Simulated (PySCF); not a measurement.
Compound: C6H7O2P.
Atom-mapped SMILES: `[CH:1]#[C:2][P:3]([CH:4]=[CH2:5])[C:6](=[O:7])[O:8][CH3:9]` (hydrogens: H10 on C1; H11 on C4; H12, H13 on C5; H14, H15, H16 on C9)

The closed-shell SCF was solved with PySCF and density fitting under several settings on one GFN2-xTB geometry (grid level 2 and gas phase unless stated).

| settings | basis functions | SCF cycles | E (Eh) | HOMO (eV) | LUMO (eV) | dipole (D) |
| --- | --- | --- | --- | --- | --- | --- |
| PBE0/pcSseg-1 | 195 | 16 | -723.9264 | -6.92 | -0.34 | 1.99 |
| CAM-B3LYP/def2-SVPD | 246 | 15 | -724.0069 | -8.20 | 0.70 | 1.95 |
| wB97X/6-31G | 99 | 14 | -724.2545 | -8.90 | 2.11 | 2.13 |
| PBE0/3-21G, IEF-PCM dichloromethane, fitting basis def2-qzvpp-jkfit, start guess huckel | 99 | 14 | -720.1256 | -6.79 | 0.00 | 2.29 |
| B97-D/ANO-RCC-VDZP, start guess atom, energy threshold 1e-06 Eh | 165 | 11 | -724.2063 | -5.65 | -1.25 | 1.87 |

**Question.** Estimate the rows for these settings: (1) OLYP/6-31G*, grid level 1; (2) LC-wPBE/pcSseg-0, IEF-PCM cyclohexane, fitting basis def2-qzvpp-jkfit.

**Answer.** 
| settings | basis functions | SCF cycles | E (Eh) | HOMO (eV) | LUMO (eV) | dipole (D) |
| --- | --- | --- | --- | --- | --- | --- |
| OLYP/6-31G*, grid level 1 | 144 | 14 | -724.3959 | -5.31 | -0.81 | 1.83 |
| LC-wPBE/pcSseg-0, IEF-PCM cyclohexane, fitting basis def2-qzvpp-jkfit | 99 | 12 | -722.9194 | -9.55 | 2.07 | 2.35 |

**Question.** Over all rows, what range does the HOMO–LUMO gap span?

**Answer.** From 4.40 eV (B97-D/ANO-RCC-VDZP, start guess atom, energy threshold 1e-06 Eh) to 11.62 eV (LC-wPBE/pcSseg-0, IEF-PCM cyclohexane, fitting basis def2-qzvpp-jkfit). The functional of the narrowest has no exact exchange, that of the widest range-separated exact exchange.

**Question.** And the dipole moment?

**Answer.** From 1.83 D (OLYP/6-31G*, grid level 1) to 2.35 D (LC-wPBE/pcSseg-0, IEF-PCM cyclohexane, fitting basis def2-qzvpp-jkfit); the largest is 1.28 times the smallest, and the median is 1.99 D.

B97-D ran without the empirical dispersion term, which would shift the total energy alone. Cycle counts include a coarse-grid stage where the run had one. All basis functions are spherical, in the Pople sets too. ANO-RCC sets were contracted for a scalar-relativistic Hamiltonian, but ran non-relativistically here. Geometry: GFN2-xTB, one conformer.

The values belong to the conformer `[CH:1]#[C:2][P:3]([CH:4]=[CH2:5])[C:6](=[O:7])[O:8][CH3:9]`: C2–P3–C4–C5 -33°, C2–P3–C6–O7 -137°, P3–C6–O8–C9 176°.
